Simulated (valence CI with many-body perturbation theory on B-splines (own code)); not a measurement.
**Energy levels of Br22+**

Level of theory: relativistic CI+MBPT: three valence electrons over a frozen Dirac-Fock core [Ne], radial functions for each j: 11 s, 11 p, 9 d, 7 f, 5 g, 2 h, 1 i, with the one-electron correlation potential Σ1 (screened to all orders), the two-electron term Σ2, the three-electron term Σ3, Breit, model QED; selected single and double excitations, second order for the rest (own B-spline code, finite nucleus).

No measured spectrum was set against this ion. As an estimate, levels of excited configurations hold to 0.05 to 0.15 % of their energy, terms of the ground configuration to about 0.5 %.

Levels 46 to 67 of 67, with energies above the lowest level, 3s2.3p 2P°_1/2. "Leading %" is the weight of the configuration and term that name the level; weights of strongly mixed levels are sums over their largest components and can fall short. Lifetimes count E1, E2, E3, M1 and M2 decay at the calculated energies, and are blank where another channel may lead or the interval is too uncertain; long ones can be off by a factor of two.

| No. | Configuration | Term | J | E (cm⁻¹) | Leading % | Lifetime | g |
| --- | --- | --- | --- | --- | --- | --- | --- |
| 46 | 3p2.3d | 4F | 7/2 | 1684400 | 69 | 28.3 ps | 1.264 |
| 47 | 3p2.3d | 4D | 1/2 | 1686500 | 81 | 22.1 ps | 0.139 |
| 48 | 3p2.3d | 4F | 9/2 | 1705700 | 70 | 33.1 ps | 1.264 |
| 49 | 3p2.3d | 4D | 3/2 | 1714700 | 56 | 19.6 ps | 1.226 |
| 50 | 3p2.3d | 4D | 5/2 | 1716300 | 60 | 20.5 ps | 1.289 |
| 51 | 3p2.3d | 2G | 7/2 | 1752300 | 74 | 43.4 ps | 0.948 |
| 52 | 3p2.3d | 2P | 1/2 | 1757100 | 60 | 15.3 ps | 0.968 |
| 53 | 3p2.3d | 4P | 5/2 | 1757300 | 48 | 10.1 ps | 1.395 |
| 54 | 3p2.3d | 4P | 3/2 | 1765200 | 42 | 9.70 ps | 1.285 |
| 55 | 3p2.3d | 4D | 7/2 | 1766700 | 66 | 24.3 ps | 1.329 |
| 56 | 3p2.3d | 2G | 9/2 | 1788900 | 60 | 39.0 ps | 1.176 |
| 57 | 3p2.3d | 4P | 1/2 | 1792700 | 63 | 8.29 ps | 1.932 |
| 58 | 3p2.3d | 2D | 5/2 | 1812400 | 49 | 10.3 ps | 1.341 |
| 59 | 3p2.3d | 2D | 3/2 | 1812800 | 41 | 9.52 ps | 1.188 |
| 60 | 3p2.3d | 2P | 1/2 | 1829100 | 60 | 14.7 ps | 0.978 |
| 61 | 3p2.3d | 2D | 3/2 | 1829700 | 65 | 17.0 ps | 0.967 |
| 62 | 3p2.3d | 2F | 5/2 | 1855000 | 68 | 8.57 ps | 0.931 |
| 63 | 3p2.3d | 2P | 3/2 | 1882900 | 48 | 13.1 ps | 1.202 |
| 64 | 3p2.3d | 2S | 1/2 | 1883200 | 65 | 11.2 ps | 1.975 |
| 65 | 3p2.3d | 2F | 7/2 | 1894200 | 82 | 8.71 ps | 1.131 |
| 66 | 3s.3d2 | 4F | 3/2 | 1894800 | 99 | 10.0 ps | 0.400 |
| 67 | 3s.3d2 | 4F | 5/2 | 1899600 | 93 | 10.8 ps | 1.038 |

Names give the largest LS component (configuration and term), which can be under half, so a name can repeat, a term be missing and a line seem to break the LS rules; names also repeat where a configuration has a term twice.
